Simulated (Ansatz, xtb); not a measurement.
**Relative energy of two isomers of BCl3H2Si**

Structure I is `ClB[SiH](Cl)Cl`, a singlet and structure II is `Cl[SiH2]B(Cl)Cl`, a singlet. Both are isolated molecules in the gas phase, relaxed with PBE0-D4/def2-SVP; the shapes shown needn't be the lowest conformers.

I (Å):

```yaml
atoms:
  - { symbol: B, position_ang: [-0.5030, -0.0439, 0.5279] }
  - { symbol: Cl, position_ang: [-1.9990, -0.6420, 1.1804] }
  - { symbol: Cl, position_ang: [0.9004, -0.3179, -2.4253] }
  - { symbol: Cl, position_ang: [2.5231, -1.3043, 0.3758] }
  - { symbol: Si, position_ang: [0.6890, -1.2277, -0.5789] }
  - { symbol: H, position_ang: [-0.2044, 1.1000, 0.7595] }
  - { symbol: H, position_ang: [0.2355, -2.6243, -0.8079] }
```

II (Å):

```yaml
atoms:
  - { symbol: B, position_ang: [0.3880, 0.4155, -1.9155] }
  - { symbol: Cl, position_ang: [-2.6753, 0.8754, -0.6041] }
  - { symbol: Cl, position_ang: [-0.3934, 0.0532, -3.4260] }
  - { symbol: Cl, position_ang: [2.1345, 0.3719, -1.8174] }
  - { symbol: Si, position_ang: [-0.6348, 0.8926, -0.2397] }
  - { symbol: H, position_ang: [-0.3319, -0.0915, 0.8408] }
  - { symbol: H, position_ang: [-0.2422, 2.2546, 0.2274] }
```

Task: Which of the two would you expect CCSD(T)/def2-SVP + ΔMP2/def2-TZVPP electronic energies to favour?

Result: CCSD(T)/def2-SVP + ΔMP2/def2-TZVPP gives E(II) − E(I) = +0.041 eV, slightly favouring structure I, which is too small a margin to settle the true order.

Level by level:

```csv
level,geometry,E(II) − E(I) (eV),departure from the last row (eV),"job, with rough time for the two"
GFN2-xTB,GFN2-xTB,+0.304,+0.263,"optimisation, 0.2 s"
HF/STO-3G,GFN2-xTB,+0.088,+0.047,"single point, 0.38 s"
r2SCAN-D4/def2-SVP,GFN2-xTB,−0.086,−0.127,"single point, 4.2 s"
PBE0-D4/def2-SVP,PBE0-D4/def2-SVP,−0.105,−0.146,"optimisation, 55 s"
HF/def2-SVP,PBE0-D4/def2-SVP,+0.048,+0.006,part of the CCSD(T) run
MP2/def2-SVP,PBE0-D4/def2-SVP,−0.142,−0.183,part of the CCSD(T) run
CCSD(T)/def2-SVP,PBE0-D4/def2-SVP,−0.141,−0.182,single point
CCSD(T)/def2-SVP + ΔMP2/def2-TZVPP,PBE0-D4/def2-SVP,+0.041,,"single point, 23 s"
```

As drawn, II has 1 B–Cl, 1 Si–H in place of 1 Cl–Si, 1 B–H.

The largest departure from CCSD(T)/def2-SVP + ΔMP2/def2-TZVPP is that of GFN2-xTB, 0.263 eV. The last row adds to CCSD(T) the change of the MP2 difference between the two basis sets, here +0.182 eV, a large step that makes the value less sure.

With harmonic frequencies from PBE0-D4/def2-SVP (ideal gas, rigid rotor, one conformer each, 298.15 K, 1 atm): on the last row, ΔE + ΔZPE = +0.018 eV. A mode under 50 cm⁻¹ makes harmonic enthalpies and free energies unreliable, so none is given.

The correlated steps freeze 21 core orbitals. Run with Ansatz 0.2.0, xtb 6.7.1; the last row on 2 threads of Arm Neoverse V1 on a shared host.
